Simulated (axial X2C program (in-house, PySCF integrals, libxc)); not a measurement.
**GeC⁺ along the bond: PBE0, 2c**

All values were computed with an in-house relativistic program for diatomic molecules. Two-component (2c) means X2C with spin–orbit coupling and atomic mean-field two-electron Coulomb and Gaunt terms. Basis: Ge dyall-cv3z [9s9p7d4f1g], C dyall-v3z [7s6p2d1f] (cores contracted in-house); Gaussian nuclei, density fitting, unrestricted open shells. Masses: Ge 73.921 u, C 12.000 u.

State: Ω = 3/2 (⟨Sz⟩ = 1.50, ⟨Lz⟩ = 0.00 at PBE0). Dipoles are positive if C is the positive end and refer to the centre of mass.

| R (Å) | μ (D) | HOMO (eV) | LUMO (eV) |
| --- | --- | --- | --- |
| 1.665 | 0.337 | -15.38 | -11.36 |
| 1.742 | 0.184 | -15.34 | -11.08 |
| 1.799 | 0.060 | -15.29 | -10.89 |
| 1.857 | -0.067 | -15.23 | -10.73 |
| 1.914 | -0.193 | -14.96 | -10.58 |
| 1.981 | -0.336 | -14.68 | -10.43 |
| 2.048 | -0.469 | -14.41 | -10.31 |
| 2.134 | -0.622 | -14.11 | -10.18 |
| 2.239 | -0.773 | -13.77 | -10.05 |
| 2.393 | -0.917 | -13.35 | -10.07 |

Problem. The minimum lies at 1.907 Å. What is the dipole moment there?

Solution. At PBE0, 2c, with the sign and origin stated: μ = -0.18 D.

One determinant describes the state; a PBE0 search over occupations chose it and may have missed a lower one. Density functionals use the spin component along the axis (collinear). With several unpaired electrons one determinant need not be a pure state. This is the top spin component of a Σ state; components of lower Ω are not single determinants and can lie lower.
